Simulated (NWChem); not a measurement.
System: C₃H₂BFO; SMILES FB(C#C)C=O

NWChem input:

```
start job
memory heap 200 mb stack 700 mb global 900 mb
geometry units angstroms noautosym nocenter noautoz
  C      0.996109    -2.327323     0.216887
  C      0.322179    -1.338864     0.008137
  B     -0.478207    -0.081270    -0.252183
  F     -1.802812    -0.128289    -0.371032
  C      0.209609     1.364129    -0.398813
  O      1.412979     1.536290    -0.308748
  H      1.588226    -3.196968     0.400532
  H     -0.462866     2.235872    -0.591353
end
basis spherical
  * library pcsseg-1
end
dft
  xc slater vwn_5
  iterations 150
end
property
  shielding
end
task dft property
```

Output (shortened):

```
             Northwest Computational Chemistry Package (NWChem) 7.3.0
             --------------------------------------------------------

                             Geometry "geometry" -> ""
                             -------------------------

 Output coordinates in angstroms (scale by  1.889725989 to convert to a.u.)

  No.       Tag          Charge          X              Y              Z
 ---- ---------------- ---------- -------------- -------------- --------------
    1 C                    6.0000     0.99610900    -2.32732300     0.21688700
    2 C                    6.0000     0.32217900    -1.33886400     0.00813700
    3 B                    5.0000    -0.47820700    -0.08127000    -0.25218300
    4 F                    9.0000    -1.80281200    -0.12828900    -0.37103200
    5 C                    6.0000     0.20960900     1.36412900    -0.39881300
    6 O                    8.0000     1.41297900     1.53629000    -0.30874800
    7 H                    1.0000     1.58822600    -3.19696800     0.40053200
    8 H                    1.0000    -0.46286600     2.23587200    -0.59135300

 Effective nuclear repulsion energy (a.u.)     174.1815372334

                              NWChem Property Module
                              ----------------------

  itol2e modified to match energy
  convergence criterion.

                                 NWChem DFT Module
                                 -----------------

 Summary of "ao basis" -> "ao basis" (spherical)
 ------------------------------------------------------------------------------
       Tag                 Description            Shells   Functions and Types
 ---------------- ------------------------------  ------  ---------------------
 C                          pcsseg-1                 7       17   3s3p1d
 B                          pcsseg-1                 7       17   3s3p1d
 F                          pcsseg-1                 7       17   3s3p1d
 O                          pcsseg-1                 7       17   3s3p1d
 H                          pcsseg-1                 3        5   2s1p

  itol2e modified to match energy
  convergence criterion.

[...]

          -----------------------------------------
          Chemical Shielding Tensors (GIAO, in ppm)
          -----------------------------------------

                                NWChem CPHF Module
                                ------------------

  scftype          =     RHF
  nclosed          =       21
  nopen            =        0
  variables        =     1911
  # of vectors     =        3
  tolerance        = 0.10D-03
  level shift      = 0.00D+00
  max iterations   =       50
  max subspace     =       30

 SCF residual:    2.1580111472112415E-004

Iterative solution of linear equations
  No. of variables     1911
  No. of equations        3
  Maximum subspace       30
        Iterations       50
       Convergence  1.0D-04

   iter   nsub   residual    time
   ----  ------  --------  ---------
     1      3    3.10D-04      76.5
     2      6    3.31D-08      83.0

      Atom:    1  C
        Diamagnetic
    258.9017    -13.1935      2.6558
    -13.1935    270.8804     -4.1226
      2.6558     -4.1226    252.1595

        Paramagnetic
   -212.9524    -85.6069     16.1315
    -85.6069   -141.6089    -24.1180
     16.1315    -24.1180   -245.7223

        Total Shielding Tensor
     45.9493    -98.8003     18.7873
    -98.8003    129.2714    -28.2406
     18.7873    -28.2406      6.4372

           isotropic =      60.5527
          anisotropy =     210.3047

          Principal Components and Axis System
                 1           2           3
              200.7558    -19.6145      0.5166

      1        -0.5447      0.8334     -0.0935
      2         0.8208      0.5527      0.1443
      3        -0.1720     -0.0019      0.9851

      Atom:    2  C
        Diamagnetic
    254.4778    -19.1542      4.2053
    -19.1542    271.3853     -6.4542
      4.2053     -6.4542    241.1039

        Paramagnetic
   -177.9243   -110.2978     23.1697
   -110.2978    -92.9424    -33.7342
     23.1697    -33.7342   -244.6145

        Total Shielding Tensor
     76.5535   -129.4519     27.3750
   -129.4519    178.4429    -40.1884
     27.3750    -40.1884     -3.5106

           isotropic =      83.8286
          anisotropy =     286.9080

          Principal Components and Axis System
                 1           2           3
              275.1006    -11.9973    -11.6175

      1        -0.5546     -0.1009      0.8260
      2         0.8142      0.1393      0.5636
      3        -0.1719      0.9851      0.0049

      Atom:    3  B
        Diamagnetic
    202.5915      0.2447      2.0972
      0.2447    201.0446     -3.0420
      2.0972     -3.0420    180.7796

        Paramagnetic
   -109.2177    -13.8753      0.6618
    -13.8753   -149.7509      6.7961
      0.6618      6.7961    -95.2506

        Total Shielding Tensor
     93.3738    -13.6306      2.7590
    -13.6306     51.2937      3.7541
      2.7590      3.7541     85.5290

           isotropic =      76.7322
          anisotropy =      31.3271

          Principal Components and Axis System
                 1           2           3
               97.6169     85.8114     46.7682

      1         0.9536     -0.0971      0.2851
      2        -0.2697      0.1454      0.9519
      3         0.1339      0.9846     -0.1125

      Atom:    4  F
        Diamagnetic
    489.0557      1.1194      2.4047
      1.1194    460.3837      0.3432
      2.4047      0.3432    462.1775

        Paramagnetic
   -310.9595    -29.6761    -24.9370
    -29.6761   -546.7218     77.0693
    -24.9370     77.0693    -15.4365

[...]
```

Level: LDA (Slater exchange, VWN5)/pcSseg-1, GIAO. Structure relaxed at the B3LYP/6-31G* (spherical d) level. The printed shielding anisotropy is the first printed principal value minus the mean of the other two.
